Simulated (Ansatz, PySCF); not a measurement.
Molecule: CHBrF, charge 0, multiplicity 2. It need not be the lowest isomer of its formula. SMILES: F[CH]Br
Geometry: optimised at B3LYP-D3(BJ)/def2-TZVP (Ansatz, a first-principles code).

Quantity: atomisation energy (electronic, to ground-state atoms), in eV. Cores are frozen in the correlated levels unless marked. UHF or UKS for open shells. Spin-orbit coupling is left out. Frozen are the shells of the preceding noble gas and the d and f shells that filled before the atom's block. Non-relativistic. The coupled-cluster limit lacks core correlation, which all-electron functionals hold. Basis-set limits of correlation are two-point, X^-3; Hartree-Fock from the larger set. The bracket is a focal-point correction in the basis named.

```csv
level,program,atomisation energy (eV)
HF/cc-pVTZ,Ansatz,8.16
HF/def2-TZVPP,Ansatz,8.18
HF-D3(BJ)/def2-TZVPD,PySCF + dftd3,8.72
BP86/def2-TZVPD,PySCF,13.00
TPSSh/def2-TZVPD,PySCF,12.45
PW6B95-D4/def2-TZVPD,PySCF + dftd4,12.42
B2GP-PLYP-D3(BJ)/def2-TZVPD,Ansatz + dftd3,12.11
PBE-QIDH/def2-TZVPD,Ansatz,12.23
MP2/aug-cc-pVTZ,Ansatz,12.37
MP2/def2-TZVPP,Ansatz,12.27
"RI-MP2/CBS(cc-pVTZ,cc-pVQZ)",Ansatz,12.66
"RI-MP2/CBS(def2-TZVPPD,def2-QZVPPD)",Ansatz,12.65
SCS-MP2/6-31G,Ansatz,9.50
SCS-MP2/6-31G*,Ansatz,11.13
SCS-MP2/def2-SVP,Ansatz,11.47
SCS-MP2/def2-SVPD,Ansatz,11.65
CCSD/aug-cc-pVDZ,Ansatz,11.01
CCSD(T)/STO-3G,Ansatz,11.33
CCSD(T)/aug-cc-pVDZ,Ansatz,11.24
"RI-MP2/CBS(cc-pVTZ,cc-pVQZ)+[CCSD(T)-MP2]/cc-pVTZ",Ansatz,12.22
"RI-MP2/CBS(aug-cc-pVTZ,aug-cc-pVQZ)+[CCSD(T)-MP2]/aug-cc-pVTZ",Ansatz,12.24
```
